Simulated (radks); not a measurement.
Question: Neutral hafnium is in [Xe] 4f14 5d(3/2: 2, 5/2: 0) 6s2. Calculated with a radial shooting solver on a logarithmic mesh with Libxc functionals: Dirac Kohn-Sham, PBE, spin-unpolarised, spherical densities, finite nucleus; Fermi nuclear charge, rms radius of each element as measured or else 0.836 A^(1/3) + 0.57 fm. Sub-shells are occupied by j as written (lower j first in brackets). One electron is removed from 4f5/2, 4f7/2, 6s1/2, 5d3/2 in turn, with full relaxation. Which removal costs least, and what does each cost?

Answer: 5d3/2 6.697 eV; 6s1/2 7.901 eV; 4f7/2 24.132 eV; 4f5/2 25.960 eV. The 5d3/2 electron leaves first.
